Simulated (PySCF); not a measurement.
Electron correlation in Cl⁺ (chlorine, charge +1)

[Ne] 3s2 3p4, high-spin 3P determinant. Computed with PySCF 2.14 in def2-TZVPPD (6s6p4d1f, 51 functions), with the non-relativistic Hamiltonian (point nucleus). Frozen: 1s2; 14 electrons correlated.

MP2 pair energies summed by pair of shells (mhartree):

| pair | energy | share (%) |
| --- | --- | --- |
| 2p-2p | -98.93 | 34.8 |
| 3p-3p | -58.15 | 20.4 |
| 3s-3p | -56.58 | 19.9 |
| 2p-3p | -22.65 | 8.0 |
| 2s-2p | -16.62 | 5.8 |
| 2p-3s | -12.35 | 4.3 |
| 3s-3s | -9.52 | 3.3 |
| 2s-2s | -4.66 | 1.6 |
| 2s-3p | -3.40 | 1.2 |
| 2s-3s | -1.68 | 0.6 |

Total MP2 correlation energy: -284.53 mhartree.

Same-spin part -78.76 and opposite-spin part -205.77 mhartree; SCS-MP2 scales them by 1/3 and 6/5 to -273.18 mhartree.

This basis was not built for core-valence correlation, so the inner-shell part is incomplete.
